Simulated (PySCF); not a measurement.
BiI2 (SMILES [I][Bi][I]), doublet, at a GFN2-xTB geometry (such geometries of metal compounds can be far from the true shape) (the spin is typed, not shown lowest) (core potentials on Bi, I). Base run: PBE/def2-SVP (PySCF).

Input for PySCF:
```python
from pyscf import gto, scf, dft, solvent

mol = gto.Mole()
mol.atom = '''
    Bi    0.79652522    0.50974335    0.43411286
    I    -0.89512334    1.17783794   -1.69360629
    I    -0.35226522   -1.97611527    1.01376917
'''
mol.basis = 'def2-svp'
mol.ecp = {'Bi': 'def2-svp', 'I': 'def2-svp'}
mol.spin = 1
mol.verbose = 4
mol.build()

mf = dft.UKS(mol)
mf.xc = 'pbe'
mf.kernel()
```

Each row names what was changed in the base input (with any setting that the change needs).

| change | ΔE vs base (kcal/mol) | dipole (D) |
|---|---|---|
| base | 0.000 | 2.59 |
| model = COSMO; solvent = dichloromethane | -3.33 | 3.91 |
| model = IEF-PCM; solvent = dichloromethane; lebedev_order = 11 | -3.39 | 3.92 |
| model = IEF-PCM; solvent = dichloromethane; lebedev_order = 41 | -3.38 | 3.93 |
| model = IEF-PCM; solvent = dichloromethane; vdw_scale = 1.1 | -4.83 | 4.29 |
| model = IEF-PCM; solvent = acetonitrile | -3.98 | 4.19 |
| model = IEF-PCM; solvent = n-hexane | -1.32 | 3.10 |
| model = ddCOSMO; solvent = dichloromethane | -3.86 | 4.13 |
| model = IEF-PCM; solvent = dichloromethane; r_probe = 0.5 | -1.66 | 3.37 |
| model = C-PCM; solvent = dichloromethane | -3.58 | 4.01 |
| model = IEF-PCM; solvent = methanol | -3.96 | 4.18 |
| model = IEF-PCM; solvent = dichloromethane; vdw_scale = 1.4 | -1.87 | 3.44 |

The base is the gas phase, so ΔE is the electrostatic part of solvation at a fixed geometry, without cavity and dispersion terms.

Open shells are given as the SCF converged; they aren't shown to be the lowest states, and a large step between rows can be another state.
